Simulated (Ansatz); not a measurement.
Isolated molecules relaxed with PBE0-D4/def2-TZVP in Ansatz; ΔE leaves out vibrations. CCSD(T)/CBS adds triple-zeta CCSD(T) − MP2 to the extrapolated MP2 energy (def2 sets, frozen cores). This one scheme is used for every species. DFT in def2-TZVPP. B3LYP here is the variant with VWN-RPA as its local correlation; programs differ in this. Elements past krypton have def2 core potentials. For Br, In outer-core shells are correlated without core-valence functions, which leaves a few kJ/mol of doubt a bond. Scalar relativity is left out up to krypton. Each species was taken in one conformer, which may not be the lowest.

Reaction (substitution at a C–O bond): `O[CH2][InH][OH]` + HBr → `[OH][InH][CH2]Br` + H₂O

`O[CH2][InH][OH]`:

Z-matrix (Å, degrees):
```
C
In 1 2.160
O 1 1.403 2 108.1
H 1 1.099 2 108.4 3 121.8
H 1 1.093 2 111.5 3 -120.2
O 2 2.019 1 91.8 3 -17.8
H 2 1.705 1 152.3 3 163.8
H 3 0.969 1 109.0 2 23.2
H 6 0.957 2 120.2 1 177.9
```

HBr:

Z-matrix (Å, degrees):
```
Br
H 1 1.420
```

`[OH][InH][CH2]Br`:

```xyz
8

O     1.333   -1.578   -1.016
In   -0.439   -0.802   -0.556
C    -0.340    0.818    0.868
Br   -0.174    2.389   -0.295
H     2.068   -1.155   -0.568
H    -1.757   -1.463   -1.405
H    -1.233    0.976    1.467
H     0.541    0.815    1.505
```

H₂O:

```xyz
3

O    -0.181    0.035   -0.343
H     0.562    0.549   -0.020
H    -0.381   -0.584    0.363
```

```json
{"level": "PBE-D4", "ΔE (kcal/mol)": "-8.3", "difference from CCSD(T)/CBS": "4.1"}
{"level": "revPBE-D4", "ΔE (kcal/mol)": "-8.8", "difference from CCSD(T)/CBS": "3.6"}
{"level": "r2SCAN-D4", "ΔE (kcal/mol)": "-8.7", "difference from CCSD(T)/CBS": "3.7"}
{"level": "B97M-V", "ΔE (kcal/mol)": "-8.8", "difference from CCSD(T)/CBS": "3.6"}
{"level": "PBE0-D4", "ΔE (kcal/mol)": "-9.5", "difference from CCSD(T)/CBS": "2.9"}
{"level": "r2SCANh-D4", "ΔE (kcal/mol)": "-9.1", "difference from CCSD(T)/CBS": "3.3"}
{"level": "r2SCAN0-D4", "ΔE (kcal/mol)": "-9.7", "difference from CCSD(T)/CBS": "2.7"}
{"level": "PBE", "ΔE (kcal/mol)": "-8.0", "difference from CCSD(T)/CBS": "4.4"}
{"level": "BLYP", "ΔE (kcal/mol)": "-7.4", "difference from CCSD(T)/CBS": "5.0"}
{"level": "B3LYP", "ΔE (kcal/mol)": "-8.1", "difference from CCSD(T)/CBS": "4.3"}
{"level": "HF/def2-SVP", "ΔE (kcal/mol)": "-7.3", "difference from CCSD(T)/CBS": "5.1"}
{"level": "CCSD/def2-SVP", "ΔE (kcal/mol)": "-6.2", "difference from CCSD(T)/CBS": "6.2"}
{"level": "SCS-MP2/def2-TZVPP", "ΔE (kcal/mol)": "-12.2", "difference from CCSD(T)/CBS": "0.2"}
{"level": "HF/def2-QZVPP", "ΔE (kcal/mol)": "-12.0", "difference from CCSD(T)/CBS": "0.4"}
{"level": "SCS-MP2/def2-QZVPP", "ΔE (kcal/mol)": "-12.8", "difference from CCSD(T)/CBS": "-0.4"}
{"level": "HF/CBS(def2)", "ΔE (kcal/mol)": "-12.0", "difference from CCSD(T)/CBS": "0.4"}
{"level": "CCSD(T)/CBS", "ΔE (kcal/mol)": "-12.4", "difference from CCSD(T)/CBS": "0"}
```

Largest T1 diagnostic among the species: 0.015.

From PBE to PBE0 (25 % exact exchange), in def2-TZVPP and without D4, ΔE moves by −1.2 kcal/mol. At CCSD(T), def2-SVP lies +6.2 kcal/mol from the extrapolated value and def2-TZVPP +1.0 kcal/mol. Leaving LDA and LC-ωPBE aside and taking each functional with its dispersion term where it has one, the values, not all of them listed here, spread over 3.4 kcal/mol, from PBE-QIDH to CAM-B3LYP-D4. LDA lies +4.2 kcal/mol from PBE without D4.

CCSD(T)/CBS has its own doubt, a few kJ/mol and more with outer-core shells, so smaller differences from it don't rank the levels.
